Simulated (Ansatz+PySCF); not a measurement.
singlet Li4F4: levels of theory in one basis

```xyz
8

Li   -0.8597   -0.8957   -0.8851
F    -0.9644   -0.9045    0.9321
F    -0.9933    0.9720   -0.9514
Li   -0.8254    0.8315    0.8239
F     0.9397   -0.9953   -0.9654
Li    0.8569   -0.9044    0.8447
Li    0.8854    0.8924   -0.8397
F     0.9017    0.9352    0.9404
```

Basis set: def2-SVP (spherical functions). Correlated methods keep 4 orbitals frozen. Charge 0, multiplicity 1.

Computed with Ansatz (development build ahead of 0.2.0); each method stands on the lowest determinant of its kind that the runs found.

| method | E − E(RHF) (eV) | <S²> of the determinant |
| --- | --- | --- |
| RHF | 0.00 | 0.00 |

What does RHF-MP2 give on the same scale?

-22.38 eV.

Is a single determinant a sound starting point here?

By this sign, yes. Unrestricted orbitals gain 0.00 eV and <S²> is 0.00 against 0.00 for a pure state.
